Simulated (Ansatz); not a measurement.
Born–Oppenheimer molecular dynamics of H$_{4}$O$_{2}$SZn (8 atoms, charge 0, multiplicity 1). It starts at the highest image of a converged band, a first-order saddle point between two minima.

Method: RKS BLYP-D4/def2-mTZVP in Ansatz 0.2.0.

```
ensemble                      : NVE (velocity Verlet)
time step                     : 0.5 fs
steps asked                   : 200
starting velocities drawn for : 100 K
seed                          : 4716
```

Frames 5 fs apart, positions in Å.

Velocities at 40.0 fs (Å/ps):

```
Zn -2.08 -0.91 0.96
S 4.43 0.76 -0.10
O 2.07 0.96 0.77
H -0.71 9.64 10.52
O -1.60 0.91 -4.13
H 6.63 13.24 -6.51
H 0.99 -0.10 5.09
H -20.58 -17.62 -14.81
```

```xyz
8
Properties=species:S:1:pos:R:3 time_fs=40.0 energy_less_start_eV=-0.074 T=195
Zn -0.576 -0.100 -0.542
S 1.804 0.703 0.584
O -1.105 -0.129 -2.262
H 0.759 0.404 1.496
O -0.826 -0.339 1.290
H 2.296 -0.557 0.653
H -0.535 0.424 -2.837
H -1.711 -0.171 1.644
8
Properties=species:S:1:pos:R:3 time_fs=45.0 energy_less_start_eV=-0.090 T=217
Zn -0.587 -0.105 -0.537
S 1.825 0.709 0.584
O -1.095 -0.124 -2.261
H 0.808 0.460 1.513
O -0.837 -0.335 1.272
H 2.348 -0.544 0.627
H -0.520 0.428 -2.821
H -1.778 -0.268 1.553
8
Properties=species:S:1:pos:R:3 time_fs=50.0 energy_less_start_eV=-0.086 T=211
Zn -0.598 -0.109 -0.531
S 1.845 0.716 0.583
O -1.084 -0.119 -2.264
H 0.913 0.493 1.522
O -0.853 -0.331 1.258
H 2.389 -0.556 0.627
H -0.497 0.431 -2.817
H -1.810 -0.381 1.458
8
Properties=species:S:1:pos:R:3 time_fs=55.0 energy_less_start_eV=-0.097 T=225
Zn -0.609 -0.113 -0.525
S 1.871 0.724 0.578
O -1.072 -0.114 -2.273
H 0.974 0.476 1.625
O -0.874 -0.329 1.250
H 2.383 -0.512 0.652
H -0.470 0.429 -2.822
H -1.822 -0.498 1.401
8
Properties=species:S:1:pos:R:3 time_fs=60.0 energy_less_start_eV=-0.112 T=244
Zn -0.620 -0.117 -0.521
S 1.893 0.733 0.574
O -1.058 -0.107 -2.284
H 1.099 0.479 1.654
O -0.899 -0.329 1.250
H 2.410 -0.545 0.676
H -0.445 0.419 -2.824
H -1.830 -0.628 1.400
8
Properties=species:S:1:pos:R:3 time_fs=65.0 energy_less_start_eV=-0.122 T=257
Zn -0.631 -0.120 -0.520
S 1.917 0.740 0.571
O -1.042 -0.101 -2.296
H 1.195 0.517 1.690
O -0.930 -0.332 1.258
H 2.439 -0.519 0.661
H -0.404 0.415 -2.835
H -1.786 -0.741 1.432
8
Properties=species:S:1:pos:R:3 time_fs=70.0 energy_less_start_eV=-0.103 T=233
Zn -0.643 -0.123 -0.519
S 1.941 0.746 0.566
O -1.022 -0.094 -2.306
H 1.232 0.570 1.759
O -0.958 -0.335 1.271
H 2.483 -0.488 0.613
H -0.369 0.398 -2.829
H -1.772 -0.867 1.480
8
Properties=species:S:1:pos:R:3 time_fs=75.0 energy_less_start_eV=-0.081 T=205
Zn -0.656 -0.126 -0.519
S 1.963 0.754 0.563
O -1.001 -0.087 -2.314
H 1.310 0.616 1.720
O -0.988 -0.341 1.288
H 2.539 -0.510 0.576
H -0.311 0.389 -2.829
H -1.705 -0.947 1.492
8
Properties=species:S:1:pos:R:3 time_fs=80.0 energy_less_start_eV=-0.086 T=211
Zn -0.669 -0.130 -0.518
S 1.987 0.761 0.556
O -0.976 -0.079 -2.319
H 1.334 0.599 1.759
O -1.011 -0.344 1.302
H 2.534 -0.464 0.572
H -0.264 0.367 -2.807
H -1.685 -1.053 1.486
8
Properties=species:S:1:pos:R:3 time_fs=85.0 energy_less_start_eV=-0.091 T=217
Zn -0.684 -0.133 -0.516
S 2.009 0.771 0.548
O -0.949 -0.071 -2.321
H 1.366 0.555 1.748
O -1.033 -0.348 1.310
H 2.544 -0.493 0.588
H -0.197 0.352 -2.791
H -1.623 -1.100 1.444
8
Properties=species:S:1:pos:R:3 time_fs=90.0 energy_less_start_eV=-0.079 T=202
Zn -0.699 -0.137 -0.511
S 2.030 0.780 0.542
O -0.919 -0.062 -2.320
H 1.388 0.527 1.688
O -1.049 -0.351 1.308
H 2.547 -0.495 0.582
H -0.141 0.326 -2.760
H -1.597 -1.169 1.412
8
Properties=species:S:1:pos:R:3 time_fs=95.0 energy_less_start_eV=-0.091 T=217
Zn -0.715 -0.141 -0.505
S 2.051 0.786 0.534
O -0.887 -0.053 -2.316
H 1.329 0.520 1.702
O -1.063 -0.355 1.297
H 2.554 -0.458 0.533
H -0.077 0.302 -2.733
H -1.552 -1.190 1.398
```

Of the whole run (100 fs, mean temperature of the second half 225 K): The conserved energy stayed within 0.054 meV per atom of its start (net change 0.0064 meV per atom), so the integration is sound. The system heated up, since it started high on the potential surface and ran downhill. A run of 0.1 ps of so small a system gives no equilibrium averages. The orbitals stay closed-shell, which can raise the energy where a bond breaks towards radicals; this wasn't checked here.

Time of the run: 7.6 min on 2 threads of Arm Neoverse V1 (shared host), peak memory 0.16 GiB.
